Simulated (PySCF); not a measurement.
C₆H₉Cl.
Cartesian coordinates in Å at the PBE0-D3(BJ)/def2-SVP level; atoms count from 1:
```xyz
16
C6H9Cl angstrom
Cl    -1.774    2.952   -0.144
C     -1.442    1.328   -0.733
C     -0.270    1.086   -1.628
C     -0.253    0.590   -0.214
C      0.660    1.051    0.917
C      0.681   -0.401    1.452
C     -0.232   -0.852    0.287
H     -2.368    0.772   -0.907
H      0.363    1.946   -1.865
H     -0.394    0.364   -2.442
H      0.191    1.793    1.581
H      1.634    1.444    0.590
H      1.675   -0.871    1.458
H      0.241   -0.524    2.451
H     -1.215   -1.248    0.588
H      0.230   -1.566   -0.412
```

Level: CAM-B3LYP/def2-SVPD in PySCF, non-relativistic, on one gas-phase PBE0-D3(BJ)/def2-SVP geometry that isn't relaxed in the solvent. The solvent is an IEF-PCM continuum (cavity from Bondi-type radii × 1.2). The model holds no explicit solvent molecules, cavitation or dispersion.

Gas phase at CAM-B3LYP/def2-SVPD: HOMO -8.93 eV, LUMO 1.38 eV, dipole 2.09 D.

Task: What does the continuum do to the energy, the frontier levels and the dipole at CAM-B3LYP/def2-SVPD in benzene and acetone?

Result: 
```csv
solvent,ε,E(solvent) − E(gas) (kcal/mol),polarisation term (kcal/mol),distortion of the solute (kcal/mol),HOMO (eV),LUMO (eV),dipole (D)
benzene,2.271,-1.18,-1.27,0.09,-8.90,1.44,2.40
acetone,20.49,-2.48,-2.88,0.40,-8.90,1.39,2.76
```

The polarisation term is half the interaction of the solute with the surface charges that it induces; the rest is the cost of distorting the solute's density. The sum is the electrostatic part of solvation alone. The atom shares or the degeneracy of the LUMO differ from the gas phase in benzene and acetone, so that column needn't follow one orbital. From benzene to acetone the lowering changes by a factor 2.10, Onsager's factor (ε − 1)/(2ε + 1) by 2.02 and ε itself by 9.0.

Task: Which radius a makes the point-dipole formula ΔE = −[(ε − 1)/(2ε + 1)]·μ²/a³ give the value in acetone, with the gas-phase dipole?

Result: μ = 0.821 au and |ΔE| = 0.00395 Eh give a = 2.27 Å; the farthest nucleus lies 2.96 Å from the centroid of the nuclei, so such a sphere wouldn't even hold the nuclei. The formula assumes a rigid point dipole at the centre of a sphere.

Task: Give the dipole vector in the frame of the coordinates (D, pointing from negative to positive charge), gas and acetone.

Result: Gas (0.81, -1.89, -0.37), solvent (0.99, -2.51, -0.57). Its length changes by +32 % and its direction by 2°.

Task: How does the static polarisability (CAM-B3LYP/def2-SVPD, frozen core, with the continuum's full static response) change?

Result: 
```csv
medium,isotropic (au),principal values (au),⟨r²⟩ of the electrons (bohr²)
gas,80.2,"70.7, 78.2, 91.9",982.6
benzene,91.7,"81.1, 89.7, 104.1",982.7
acetone,107.6,"97.8, 106.1, 119.0",982.8
```

The isotropic value in acetone is 1.34 times the gas-phase one; no cavity-field correction is applied. ⟨r²⟩ is taken about the centre of nuclear charge.
